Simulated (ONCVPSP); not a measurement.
Varying the ONCV potential for germanium

Base potential:

- Element: Ge
- Generator: ONCVPSP 4.0.1
- Type: optimised norm-conserving Vanderbilt (ONCV)
- Functional: PW91
- Relativity: scalar-relativistic
- Frozen core: [Ne]
- Valence charge: 22
- Reference configuration: 3s2 3p6 3d10 4s2 4p2
- Partial waves: 3s+4s: rc 1.20 bohr, ncon 3, nbas 8, qcut 12.8 1/bohr, 2 projectors; 3p+4p: rc 1.15 bohr, ncon 4, nbas 8, qcut 10.2 1/bohr, 2 projectors; 3d: rc 1.15 bohr, ncon 4, nbas 9, qcut 14.9 1/bohr, 3 projectors, debl 0.7 Ha
- Local potential: polynomial inside 0.95 bohr (lpopt 5, dvloc0 4 Ha)
- Core correction: Teter function, fcfact 5, rcfact 1.35

In the d channel the program set the typed energies aside and used -1.080, 0.250, 0.950 Ha.

Cutoffs, loose and tight: the cutoffs (Ha) at which the residual kinetic energy of the hardest occupied pseudo-wave falls to 1 and 0.1 mHa per electron. They do not see the model core or the augmentation charge, which bear on the density cutoff. Test errors are all-electron minus pseudo excitation energies from the reference, over the configurations 3s2 3p6 3d10 4s2 4p1; 3s2 3p6 3d10 4s2 4p0; 3s2 3p6 3d10 4s1 4p0; 3s2 3p6 3d10 4s0 4p4. A dash means not determined; rows that change the core or the reference have their own tests.

| change | outcome | cutoff, loose | cutoff, tight | bound ghosts | GHOST(+) flags above zero | largest test error (meV) |
| --- | --- | --- | --- | --- | --- | --- |
| base | generated, projector energies reset by the program | 85 Ha | 95 Ha | none | none | -5.6 |
| s: qcut 15.9; p: qcut 12.7; d: qcut 18.5 | generated, projector energies reset by the program | 105 Ha | 119 Ha | none | none | -5.1 |
| local potential polynomial inside 0.75 bohr (lpopt 5, dvloc0 0 Ha) | generated, projector energies reset by the program | 85 Ha | 95 Ha | none | none | -5.7 |
| reference 3s2 3p6 3d10 4s2 4p1 | generated, projector energies reset by the program | 85 Ha | 95 Ha | none | none | -5.8 |
